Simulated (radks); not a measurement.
Fractional charge and spin in the 3p shell of copper: the spin-up occupation runs from 2 to 3 and the spin-down occupation from 2 to 3; the fullest corner is Cu+, [Ne] 3s2 3d10 3p(up 3, down 3). All-electron calculation, non-relativistic Kohn-Sham, PBE, spin-polarised, spherical densities, point nucleus. Program: a radial shooting solver on a logarithmic mesh with Libxc functionals. Energy (eV) above the fullest corner. The planes named below are the two flat planes that join the four corners, with an edge along up + down = one added electron.

down \ up,2,2.25,2.5,2.75,3
2,196.416,167.376,139.649,113.199,87.985
2.25,167.376,139.745,113.390,88.270,64.339
2.5,139.649,113.390,88.364,64.528,41.831
2.75,113.199,88.270,64.528,41.925,20.405
3,87.985,64.339,41.831,20.405,0.000

Corners above the fullest one (they belong to Cu2+ and the next ion): (up 3, down 2) 87.985 eV, (up 2, down 3) 87.985 eV, (up 2, down 2) 196.42 eV. With half an added electron in each spin the energy lies 0.380 eV from the planes, and with half an added electron in spin up alone -2.551 eV. The planes are only a guide here: the flat-plane condition holds for ground states with one frontier orbital, while this shell lies below other occupied shells, so the corners above the fullest one are inner-hole states and not the ground states of those ions.
